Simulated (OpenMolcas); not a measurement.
Fe2+ (d6) on a cation site of an ionic host was computed by SS-CASPT2, IPEA 0.25 Eh, imaginary shift 0.1 Eh with the d shell active (OpenMolcas, ANO-RCC-VTZP on the metal). Its lowest spin-free states, and all those of the highest spin:

| 2S+1 | Degeneracy | E (cm-1) |
| --- | --- | --- |
| 5 | 3 | 0 |
| 5 | 2 | 9410 |
| 3 | 3 | 14200 |
| 3 | 3 | 16370 |
| 1 | 1 | 17560 |
| 3 | 3 | 20360 |
| 3 | 3 | 21510 |
| 3 | 3 | 22790 |
| 3 | 2 | 22800 |
| 1 | 3 | 23060 |
| 3 | 3 | 26410 |
| 3 | 1 | 26780 |

**Question.** Is the site octahedral, tetrahedral or cube-like, axial, or of lower symmetry?

**Answer.** The states with 2S+1 = 5 have orbital degeneracies 3, 2. Threefold states need a cubic site. For d6 at this spin an octahedron puts the threefold T2 below the twofold E and a tetrahedron or cube puts the twofold E below the threefold T2, so the site is octahedral. The first gap at this spin, 9410 cm-1, is |10Dq| in ligand-field theory. The run had Fe2+ with its 6 nearest fluoride ions at 2.068 Å, on the Zn site of KZnF3 (a = 4.054 Å, distance in the model lattice 2.027 Å). The rest of the host is ab initio model potentials to 7.6 Å, with orthogonalisation functions on the cations behind the ligands, and point charges beyond; the distance is set by hand and nothing relaxes. Ligand basis ANO-RCC-VDZP.

Roots that are degenerate in the reference are averaged as groups; the widest CASPT2 spread within a group is 220 cm-1 (the 3-fold group of multiplicity 1 near 48200 cm-1 above the lowest state of its run). Shifts and gaps below about the spread of the groups concerned are not significant. Over all roots computed the reference weight is 0.73 to 0.74; a low but even weight reflects the number of correlated electrons. An orbital triplet at a regular site is open to Jahn-Teller coupling, which can distort the site and quench the lowest spin-orbit gaps and is left out. A single d shell leaves out the double-shell effect, which counts most for late 3d ions, where the CASPT2 field can be off either way by tens of per cent. Ligand-to-metal charge-transfer states are missing. These CASPT2 states fit no ligand-field parameters well, so their order and spin gaps are uncertain. For late 3d ions with one d shell CASPT2 can put B and the spin-flip bands somewhat low as well as high. With one d shell and no ligand orbital active, 10Dq can be off by tens of per cent for divalent 3d ions, low with halides held by bare charges and at times high in hosts. Free-ion shares, where given, are those of the reference states; single-state CASPT2 does not remix them. No measured value stands beside these numbers; the geometry was set by hand and not optimised.
